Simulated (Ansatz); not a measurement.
Calculated with Ansatz (gas phase, PBE0-D4/def2-TZVP geometries, no zero-point term in ΔE). CCSD(T)/CBS adds triple-zeta CCSD(T) − MP2 to the extrapolated MP2 energy (def2 sets, frozen cores). Open shells (•) are unrestricted, without spin–orbit coupling. For Se outer-core shells are correlated without core-valence functions, which leaves a few kJ/mol of doubt a bond. Scalar relativity is left out up to krypton. Each species was taken in one conformer, which may not be the lowest.

Reaction (homolysis of the Se–Si bond): `CO[SiH2][SeH]` → `[SeH]`• + `CO[SiH2]`•

```tsv
level	ΔE (kcal/mol)
HF/def2-TZVPP	58.8
SCS-MP2/def2-QZVPP	86.6
```

**Question.** What does CCSD(T)/CBS give? (An estimate is asked.)

**Answer.** The calculation gave: +86.9 kcal/mol. The listed levels differ from it by -28.1, -0.3 kcal/mol.

Largest T1 diagnostic among the species: 0.015.

From BLYP to BHLYP (50 % exact exchange), in def2-TZVPP and without D4, ΔE moves by +2.6 kcal/mol. The D4 term adds +2.9 kcal/mol with B3LYP and +1.5 kcal/mol with PBE0; it sums over pairs of atoms, weighted by their polarisabilities, and B3LYP, whose exchange is more repulsive, gets the larger term. Leaving LDA and LC-ωPBE aside and taking each functional with its dispersion term where it has one, the values, not all of them listed here, spread over 6.2 kcal/mol, from BLYP-D4 to PBE-QIDH. LDA lies +13.7 kcal/mol from PBE without D4, its usual overbinding.

B3LYP here is the variant with VWN-RPA as its local correlation; programs differ in this.
